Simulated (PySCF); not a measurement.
PySCF input (BP86/def2-SVP):

```python
from pyscf import gto, dft

mol = gto.M(
    atom='''
    F     1.90424900   -0.74134600    0.38562900
    Si    1.02145600    0.57823900    0.64948700
    O    -0.35862200    0.46895000   -0.20227900
    Si   -1.71574700   -0.36433400   -0.62799200
    H     1.79961400    1.73074300    0.11043900
    H    -1.37996700   -1.35429800   -1.67318300
    H    -2.26899300   -1.05762900    0.55683300
    H    -2.69983900    0.60701800   -1.14745000
    ''',
    basis='def2-svp',
    charge=0,
    spin=1,
    verbose=4,
)

mf = dft.UKS(mol, xc='bp86')
mf.grids.level = 3
mf.conv_tol = 1e-9
mf.max_cycle = 100
mf.max_memory = 1500
mf.kernel()
if not mf.converged:
    mf = mf.newton()
    mf.kernel(mf.make_rdm1())
mo, _, stable, _ = mf.stability(return_status=True)
if not stable:
    mf.kernel(mf.make_rdm1(mo, mf.mo_occ))
    stable = mf.stability(return_status=True)[2]
mf.dip_moment()
```

From the output:

```
XC functionals = bp86
    A. D. Becke,  Phys. Rev. A 38, 3098 (1988)
    J. P. Perdew,  Phys. Rev. B 33, 8822 (1986)
    J. P. Perdew,  Phys. Rev. B 34, 7406–7406 (1986)
radial grids:
    Treutler-Ahlrichs [JCP 102, 346 (1995); DOI:10.1063/1.469408] (M4) radial grids

becke partition: Becke, JCP 88, 2547 (1988); DOI:10.1063/1.454033
pruning grids: <function nwchem_prune>
grids dens level: 3
symmetrized grids: False
atomic radii adjust function: <function treutler_atomic_radii_adjust>
small_rho_cutoff = 0
Set gradient conv threshold to 3.16228e-05
tot grids = 105936
init E= -756.430180472849
  alpha nocc = 25  HOMO = -0.183235978591007  LUMO = -0.0555327374199308
  beta  nocc = 24  HOMO = -0.354027760097978  LUMO = -0.183235978591005

WARN: HOMO -0.183235978591007 >= LUMO -0.183235978591005

cycle= 1 E= -756.076889786766  delta_E= 0.353  |g|= 0.696  |ddm|= 2.03
  alpha nocc = 25  HOMO = -0.114209961923621  LUMO = 0.0139411378648746
  beta  nocc = 24  HOMO = -0.135124731667311  LUMO = -0.0871501526912724
  HOMO = -0.114209961924  LUMO = -0.0871501526913  gap/eV = 0.73633
cycle= 2 E= -755.07839979575  delta_E= 0.998  |g|= 1.68  |ddm|= 1.86
  alpha nocc = 25  HOMO = -0.177356163379559  LUMO = -0.0259392378424725
  beta  nocc = 24  HOMO = -0.305179110381756  LUMO = -0.122906243999918
  HOMO = -0.17735616338  LUMO = -0.122906244  gap/eV = 1.48166
cycle= 3 E= -756.238827096721  delta_E= -1.16  |g|= 0.192  |ddm|= 1.54
  alpha nocc = 25  HOMO = -0.180544461944532  LUMO = -0.0120932036164008
  beta  nocc = 24  HOMO = -0.284785836565391  LUMO = -0.122542010161633
  HOMO = -0.180544461945  LUMO = -0.122542010162  gap/eV = 1.57833
cycle= 4 E= -756.249086084548  delta_E= -0.0103  |g|= 0.138  |ddm|= 0.265
  alpha nocc = 25  HOMO = -0.186432181409049  LUMO = -0.0124854227360425
  beta  nocc = 24  HOMO = -0.288176998261914  LUMO = -0.12540564802005
  HOMO = -0.186432181409  LUMO = -0.12540564802  gap/eV = 1.66062
cycle= 5 E= -756.255481985291  delta_E= -0.0064  |g|= 0.0207  |ddm|= 0.103
  alpha nocc = 25  HOMO = -0.186012427293944  LUMO = -0.0147468496618521
  beta  nocc = 24  HOMO = -0.290339293992254  LUMO = -0.124227082320501
  HOMO = -0.186012427294  LUMO = -0.124227082321  gap/eV = 1.68126
cycle= 6 E= -756.255747099022  delta_E= -0.000265  |g|= 0.00377  |ddm|= 0.033
  alpha nocc = 25  HOMO = -0.185716336712094  LUMO = -0.0141847114873435
  beta  nocc = 24  HOMO = -0.290026498913935  LUMO = -0.123700979605338
  HOMO = -0.185716336712  LUMO = -0.123700979605  gap/eV = 1.68752
cycle= 7 E= -756.255755354587  delta_E= -8.26e-06  |g|= 0.000662  |ddm|= 0.0055
  alpha nocc = 25  HOMO = -0.1856707644998  LUMO = -0.014270874381439
  beta  nocc = 24  HOMO = -0.290078812210694  LUMO = -0.123539648348902
  HOMO = -0.1856707645  LUMO = -0.123539648349  gap/eV = 1.69067
cycle= 8 E= -756.255755653155  delta_E= -2.99e-07  |g|= 0.000174  |ddm|= 0.00113
  alpha nocc = 25  HOMO = -0.18573846350107  LUMO = -0.0142792128057092
  beta  nocc = 24  HOMO = -0.290101651429831  LUMO = -0.12357539332341
  HOMO = -0.185738463501  LUMO = -0.123575393323  gap/eV = 1.69154
cycle= 9 E= -756.255755673606  delta_E= -2.05e-08  |g|= 5.83e-05  |ddm|= 0.000442
  alpha nocc = 25  HOMO = -0.185729053954275  LUMO = -0.0142756158633355
  beta  nocc = 24  HOMO = -0.290097380746995  LUMO = -0.12355971408225
  HOMO = -0.185729053954  LUMO = -0.123559714082  gap/eV = 1.69171
cycle= 10 E= -756.255755675613  delta_E= -2.01e-09  |g|= 1.03e-05  |ddm|= 9.95e-05
  alpha nocc = 25  HOMO = -0.185728602078065  LUMO = -0.0142747591644379
  beta  nocc = 24  HOMO = -0.290094612484856  LUMO = -0.123558634141374
  HOMO = -0.185728602078  LUMO = -0.123558634141  gap/eV = 1.69173
cycle= 11 E= -756.25575567567  delta_E= -5.71e-11  |g|= 4.33e-06  |ddm|= 2.01e-05
  alpha nocc = 25  HOMO = -0.185729198478902  LUMO = -0.0142749493862495
  beta  nocc = 24  HOMO = -0.29009588781713  LUMO = -0.123559102656821
  HOMO = -0.185729198479  LUMO = -0.123559102657  gap/eV = 1.69173
Extra cycle  E= -756.255755675663  delta_E= 7.05e-12  |g|= 6.65e-06  |ddm|= 1.24e-05
converged SCF energy = -756.255755675663  <S^2> = 0.75134867  2S+1 = 2.0013482
uhf_internal: lowest eigs of H = [0.57651083 0.58567882 0.58864301]
<class 'pyscf.dft.uks.UKS'> wavefunction is stable in the internal stability analysis
Dipole moment(X, Y, Z, Debye): -0.99124,  0.42116,  0.09220
```

The geometry given is a B3LYP-D3(BJ)/def2-TZVP minimum.
